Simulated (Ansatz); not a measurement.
`[SiH3][AlH][SnH3]` + `C/N=C/NC` → `C/N=C/N[SiH3]` + `[CH3][AlH][SnH3]`  (formal exchange of groups at the Si–Al bond)

Gas-phase electronic energies from Ansatz, PBE0-D4/def2-TZVP geometries. CCSD(T)/CBS is the MP2 limit (def2-TZVPP, def2-QZVPP) plus CCSD(T) − MP2 in def2-TZVPP, frozen cores. Double bonds are as drawn, so ΔE can hold a change between cis and trans. Elements past krypton have def2 core potentials. For Sn outer-core shells are correlated without core-valence functions, which leaves a few kJ/mol of doubt a bond. One conformer a species, not always the lowest.

`[SiH3][AlH][SnH3]`:

Z-matrix (Å, degrees):
```
Si
Al 1 2.456
H 1 1.489 2 114.3
H 1 1.492 2 109.8 3 121.3
H 1 1.492 2 109.8 3 -121.4
Sn 2 2.662 1 119.8 3 -179.6
H 2 1.590 1 121.6 3 0.4
H 6 1.713 2 111.9 1 119.6
H 6 1.713 2 112.0 1 -121.3
H 6 1.712 2 113.4 1 -0.8
```

`C/N=C/NC`:

Cartesian coordinates in Å:
```
C -1.609 -0.001 -1.552
N -0.412 -0.131 -0.771
C -0.420 0.362 0.395
N 0.671 0.362 1.208
C 1.855 -0.372 0.840
H -1.958 -0.988 -1.872
H -1.405 0.571 -2.463
H -2.434 0.497 -1.017
H -1.298 0.856 0.836
H 0.501 0.518 2.184
H 1.671 -1.451 0.770
H 2.203 -0.037 -0.137
H 2.634 -0.186 1.579
```

`C/N=C/N[SiH3]`:

Z-matrix (Å, degrees):
```
C
N 1 1.435
H 1 1.094 2 110.0
H 1 1.101 2 113.3 3 121.3
H 1 1.094 2 110.0 3 -117.4
C 2 1.264 1 118.8 3 -121.3
N 6 1.366 2 120.0 1 180.0
H 6 1.099 2 123.7 1 -0.0
Si 7 1.747 6 119.2 2 -0.0
H 7 1.004 6 117.5 2 -180.0
H 9 1.481 7 111.9 6 -62.2
H 9 1.482 7 111.9 6 62.2
H 9 1.488 7 103.7 6 -180.0
```

`[CH3][AlH][SnH3]`:

Cartesian coordinates in Å:
```
C 0.278 0.269 1.990
Al -0.831 0.179 0.388
Sn 0.191 -0.343 -2.014
H 0.204 1.264 2.444
H 1.333 0.061 1.804
H -0.083 -0.440 2.743
H -2.399 0.428 0.507
H -0.495 -1.742 -2.730
H 1.885 -0.603 -1.999
H -0.082 0.926 -3.133
```

```csv
species,CCSD(T)/CBS(def2) energy (Eh)
`[SiH3][AlH][SnH3]`,-749.29253
`C/N=C/NC`,-228.35220
`C/N=C/N[SiH3]`,-479.40203
`[CH3][AlH][SnH3]`,-498.28684
```

(1) Work out ΔE.

Largest T1 diagnostic among the species: 0.014.

## Answers

(1) ΔE = (-479.40203) + (-498.28684) − (-749.29253) − (-228.35220) = -0.04414 Eh = -115.9 kJ/mol.

From PBE to PBE0 (25 % exact exchange), in def2-TZVPP and without D4, ΔE moves by −5.2 kJ/mol.
